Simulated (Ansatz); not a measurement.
C$_{3}$H$_{3}$ClFInO$_{2}$ (`[F][In-]1([Cl])[O]C=CC=[O+]1`), charge 0, multiplicity 1.

(1) Give a relaxed structure at PBE0-D4/def2-TZVP (Ansatz 0.2.0). (Best estimate.)

## Answers

(1) Computed: 
Z-matrix (Å, degrees):
```
In
O 1 2.103
Cl 1 2.296 2 112.6
O 1 2.103 2 89.9 3 -114.5
F 1 1.935 2 106.9 3 137.8
C 2 1.265 1 123.8 3 115.9
C 4 1.265 1 123.8 2 -1.4
C 6 1.391 2 128.4 1 -1.1
H 6 1.096 2 114.7 1 179.0
H 7 1.096 4 114.7 1 -179.0
H 8 1.082 6 117.1 2 -180.0
```
Point group Cs.
This is one stationary point; other conformers may exist.
